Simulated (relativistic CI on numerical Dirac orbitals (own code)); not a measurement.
**Level scheme of Nd17+**

Computed by Dirac-Coulomb-Breit CI, KLI orbitals optimised for each configuration, model QED, unscaled Slater integrals (own radial code, finite nucleus).

Configuration list (outside the closed core [Ar] 3d10): 4s2 4p6 4d7, 4s2 4p5 4d8, 4s2 4p6 4d6 4f, 4s 4p6 4d8, 4s2 4p5 4d7 4f, 4s2 4p6 4d6 5s, 4s2 4p6 4d6 5p, 4s 4p6 4d7 4f, 4s2 4p6 4d5 4f 5s, 4s2 4p6 4d6 5d, 4s2 4p6 4d5 5s 5p, 4s2 4p5 4d7 5s, 4s2 4p6 4d6 5f, 4s2 4p6 4d6 6s, 4s2 4p6 4d6 6p, 4s 4p6 4d7 5s, 4s2 4p6 4d6 7s, 4p6 4d8 4f, 4p6 4d9, 4p5 4d10, 4p5 4d9 4f, 4s2 4p6 4d5 5s2, 4s2 4p6 4d4 4f 5s2, 4s2 4p5 4d5 4f 5s2, 4s2 4p6 4d4 5s2 5p, 4p6 4d8 5s, 4p5 4d9 5s, 4p5 4d8 4f 5s, 4p6 4d7 5s2, 4p5 4d8 5s2, 4p6 4d6 4f 5s2, 4p5 4d7 4f 5s2, 4p6 4d6 5s2 5p. Double excitations out of closed p, d and f shells are left out; levels of such configurations are missing from the list, as are those of other unlisted configurations, and high levels can miss mixing partners.

The lowest level is 4s2 4p6 4d7 4F_9/2, with 79 % of that term; Hund's rules for 4s2 4p6 4d7 give 4F with J = 9/2, in agreement.

```
No.  Configuration  Term     J  E (cm⁻¹)   %     Next component (%)          jj configuration (%)
  1    4s2 4p6 4d7    4F   9/2         0  79                  18 2G                  4d5/2^3 (87)
  2    4s2 4p6 4d7    2P   3/2     29152  42                  22 2D                  4d5/2^3 (91)
  3    4s2 4p6 4d7    4F   7/2     31013  93                   5 2G          4d3/2^3 4d5/2^4 (93)
  4    4s2 4p6 4d7    4F   5/2     34021  53                  29 2D                  4d5/2^3 (62)
  5    4s2 4p6 4d7    4F   3/2     50888  52                  28 4P          4d3/2^3 4d5/2^4 (85)
  6    4s2 4p6 4d7    2G   9/2     53024  51                  31 2H          4d3/2^3 4d5/2^4 (84)
  7    4s2 4p6 4d7    4P   5/2     54480  74                  23 4F          4d3/2^3 4d5/2^4 (74)
  8    4s2 4p6 4d7    4P   1/2     63308  61                  38 2P          4d3/2^3 4d5/2^4 (97)
  9    4s2 4p6 4d7    2H  11/2     68228  99    1 4s2 4p5 4d7 4f 2H          4d3/2^3 4d5/2^4 (99)
 10    4s2 4p6 4d7    2G   7/2     74565  80                  16 2F          4d3/2^3 4d5/2^4 (75)
 11    4s2 4p6 4d7    4P   3/2     89421  43                  22 4F          4d3/2^2 4d5/2^5 (81)
 12    4s2 4p6 4d7    2D   5/2     90818  68                  23 4F          4d3/2^2 4d5/2^5 (73)
 13    4s2 4p6 4d7    2F   5/2     98054  85                  12 2D          4d3/2^3 4d5/2^4 (80)
 14    4s2 4p6 4d7    2H   9/2    101747  67                  30 2G          4d3/2^2 4d5/2^5 (96)
 15    4s2 4p6 4d7    2P   1/2    102413  61                  38 4P          4d3/2^2 4d5/2^5 (97)
 16    4s2 4p6 4d7    2F   7/2    119108  82                  14 2G          4d3/2^2 4d5/2^5 (69)
 17    4s2 4p6 4d7    2D   3/2    122803  62                  26 2P          4d3/2^3 4d5/2^4 (50)
 18    4s2 4p6 4d7    2D   3/2    165935  88                   4 4F            4d3/2 4d5/2^6 (51)
 19    4s2 4p6 4d7    2D   5/2    173084  87                   9 2F          4d3/2^2 4d5/2^5 (87)
 20    4p5 4d8(3F)   4G°  11/2    893625  93   5 4s2 4p6 4d6 4f 4G°          4p3/2^3 4d5/2^4 (85)
 21    4p5 4d8(3F)   4F°   9/2    905238  55  16 4s2 4p6 4d6 4f 4F°          4p3/2^3 4d5/2^4 (69)
 22    4p5 4d8(3F)   2D°   5/2    907197  55                 17 2F°          4p3/2^3 4d5/2^4 (83)
 23    4p5 4d8(3P)   2S°   1/2    914853  37                 26 2P°          4p3/2^3 4d5/2^4 (68)
 24    4p5 4d8(1D)   2F°   7/2    917663  57                 22 4D°          4p3/2^3 4d5/2^4 (76)
 25    4p5 4d8(3F)   4D°   7/2    921829  40                 19 4F°          4p3/2^3 4d5/2^4 (44)
 26    4p5 4d8(1D)   2P°   3/2    935750  20                 19 4D°          4p3/2^3 4d5/2^4 (40)
 27    4p5 4d8(3F)   4G°   9/2    940944  51                 33 2G°  4p3/2^3 4d3/2^3 4d5/2^5 (79)
 28    4p5 4d8(3P)   4D°   7/2    942546  37                 30 4F°  4p3/2^3 4d3/2^3 4d5/2^5 (70)
 29    4p5 4d8(3F)   4D°   5/2    944882  41                 23 4F°  4p3/2^3 4d3/2^3 4d5/2^5 (62)
 30    4p5 4d8(3F)   4D°   1/2    947588  27                 22 2S°  4p3/2^3 4d3/2^3 4d5/2^5 (71)
 31    4p5 4d8(3F)   2D°   3/2    948632  46                 16 4D°  4p3/2^3 4d3/2^3 4d5/2^5 (52)
 32    4p5 4d8(3F)   2F°   5/2    953456  21                 18 2D°  4p3/2^3 4d3/2^3 4d5/2^5 (45)
 33    4p5 4d8(3P)   4S°   3/2    957835  27  16 4s2 4p6 4d6 4f 4S°  4p3/2^3 4d3/2^3 4d5/2^5 (53)
 34    4p5 4d8(3P)   4P°   5/2    967799  50                 33 4D°  4p3/2^3 4d3/2^3 4d5/2^5 (79)
 35    4p5 4d8(1G)   2G°   7/2    967870  56  16 4s2 4p6 4d6 4f 2G°  4p3/2^3 4d3/2^3 4d5/2^5 (61)
 36    4p5 4d8(3P)   4D°   3/2    980655  27                 18 2D°          4p3/2^3 4d5/2^4 (42)
 37    4p5 4d8(3F)   2F°   5/2    980845  23                 17 2D°          4p3/2^3 4d5/2^4 (35)
 38    4p5 4d8(1G)   2G°   9/2    981666  31                 18 4G°  4p3/2^3 4d3/2^3 4d5/2^5 (61)
 39     4d6(5D) 4f   6G°  11/2    988381  62                 13 4G°            4d5/2^2 4f5/2 (35)
 40    4p5 4d8(1S)   2P°   3/2    989459  30                 16 4D°  4p3/2^3 4d3/2^2 4d5/2^6 (44)
 41    4p5 4d8(3F)   4D°   1/2    989662  42                 27 2P°  4p3/2^3 4d3/2^2 4d5/2^6 (67)
 42     4d6(5D) 4f   6G°  13/2    990184  81                 14 4H°    4d3/2^3 4d5/2^3 4f7/2 (41)
 43     4d6(5D) 4f   6G°   9/2    991948  52                 15 4G°            4d5/2^2 4f5/2 (52)
 44    4p5 4d8(1D)   2F°   7/2    992638  37  21 4s2 4p6 4d6 4f 2F°  4p3/2^3 4d3/2^3 4d5/2^5 (45)
 45    4p5 4d8(1G)   2H°  11/2    996697  83  13 4s2 4p6 4d6 4f 2H°  4p3/2^3 4d3/2^3 4d5/2^5 (78)
```

Energies count from the lowest computed level; ° marks odd parity. Percentages are summed over parent terms; the parents shown are those of the largest component, closed shells are left out there. Filled j subshells are mostly left out of the jj labels.

The mean weight of the leading LS term, summed over parents, in these 45 levels is 56 %, and that of the leading jj configuration (from the same eigenvectors) 68 %, so jj coupling describes them better and the LS labels are nominal.

At this charge energies of transitions that change n are usually good to better than 1 %, and those within a shell (Δn = 0) to a few per cent. Terms inside the open d or f shell come out 10 to 20 % too wide with unscaled integrals.

LS names give the leading component of a level, which can be under half, so a name can repeat, a term be missing and a line seem to break the LS rules.
